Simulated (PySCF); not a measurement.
C6H8, SMILES C(#C)[C@@H](C=C)C.

The structure is a stationary point at PBE0-D3(BJ)/def2-SVP. The structure was generated by enumeration; whether it is a known compound was not checked. The values are those of a single conformer.

The numbers are results of TDA-LC-ωPBE/def2-SVPD in PySCF, not measurements.

Vertical excitations. 

| state | energy (eV) | λ (nm) | f | main pairs |
|---|---|---|---|---|
| S1 | 6.60 | 188 | 0.000 | HOMO−1→LUMO+6 24 %, HOMO−1→LUMO 17 %, HOMO→LUMO+5 7 %, HOMO−2→LUMO+5 7 % |
| S2 | 6.91 | 180 | 0.015 | HOMO−1→LUMO+5 22 %, HOMO→LUMO 15 %, HOMO−1→LUMO+3 10 %, HOMO−2→LUMO+6 10 % |
| S3 | 6.94 | 179 | 0.001 | HOMO→LUMO+5 18 %, HOMO−2→LUMO+5 17 %, HOMO−1→LUMO 12 %, HOMO−1→LUMO+6 12 % |
| S4 | 8.06 | 154 | 0.391 | HOMO→LUMO 53 %, HOMO−3→LUMO 20 % |
| S5 | 8.15 | 152 | 0.234 | HOMO→LUMO+1 41 %, HOMO−2→LUMO 19 %, HOMO−3→LUMO 6 % |
| S6 | 8.18 | 151 | 0.135 | HOMO−2→LUMO 24 %, HOMO→LUMO+1 22 %, HOMO−3→LUMO 14 %, HOMO→LUMO 10 % |
| S7 | 8.32 | 149 | 0.065 | HOMO−1→LUMO+1 50 %, HOMO−1→LUMO+2 20 % |
| S8 | 8.41 | 148 | 0.093 | HOMO−2→LUMO+1 42 %, HOMO→LUMO+2 25 % |
| S9 | 8.69 | 143 | 0.005 | HOMO→LUMO+4 45 %, HOMO→LUMO+2 16 %, HOMO−2→LUMO+4 12 % |
| S10 | 8.79 | 141 | 0.040 | HOMO−1→LUMO 42 %, HOMO−1→LUMO+6 16 %, HOMO−4→LUMO 7 % |
| T1 | 4.24 | 292 | 0 | HOMO→LUMO 51 %, HOMO−2→LUMO 26 % |
| T2 | 5.24 | 237 | 0 | HOMO−1→LUMO+5 22 %, HOMO→LUMO+6 10 %, HOMO−2→LUMO+6 9 %, HOMO−2→LUMO 6 % |
| T3 | 5.81 | 213 | 0 | HOMO−1→LUMO+6 23 %, HOMO−1→LUMO 13 %, HOMO−2→LUMO+5 12 %, HOMO→LUMO+5 11 % |
| T4 | 5.82 | 213 | 0 | HOMO−1→LUMO+5 30 %, HOMO−1→LUMO+3 10 %, HOMO→LUMO+6 9 %, HOMO−2→LUMO+6 9 % |
Triplets are in the Tamm–Dancoff approximation.
